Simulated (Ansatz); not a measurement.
A series at Ti: from `[F][Ti]([SH])([SH])[SH]`, ligands are replaced one by one, each step taking up H–F and setting free H₂S; n counts the steps. Ansatz, PBE0-D4/def2-TZVP geometries. Each molecule was computed in one conformer, which needn't be the lowest.

| n | molecule | HOMO energy, ωB97M-V/def2-TZVPP (eV) |
| --- | --- | --- |
| 0 | `[F][Ti]([SH])([SH])[SH]` | -10.01 |
| 1 | `[F][Ti]([F])([SH])[SH]` | -9.96 |
| 2 | `[F][Ti]([F])([F])[SH]` | ? |
| 3 | `[F][Ti]([F])([F])[F]` | -15.01 |

Problem. By hand: fit a straight line y = ȳ + b (n − n̄) to the 3 given rows and predict n = 2.

Solution. n̄ = 1.333, ȳ = -11.660; Σ(n − n̄)(y − ȳ) = -8.350, Σ(n − n̄)² = 4.667, so b = -1.789 eV a step. Prediction: -11.660 + (-1.789) × (0.667) = -12.85 eV.

Problem. By hand: compare with the computed value, -10.56 eV, and give the steps along the whole series.

Solution. The line misses by 2.29 eV (computed minus predicted). Steps: 0.05, -0.60, -4.45 eV.

The steps change sign along the series, so a line is a poor guide. The highest orbital can change its character along such a series. The miss is 45.3 % of the series' range.
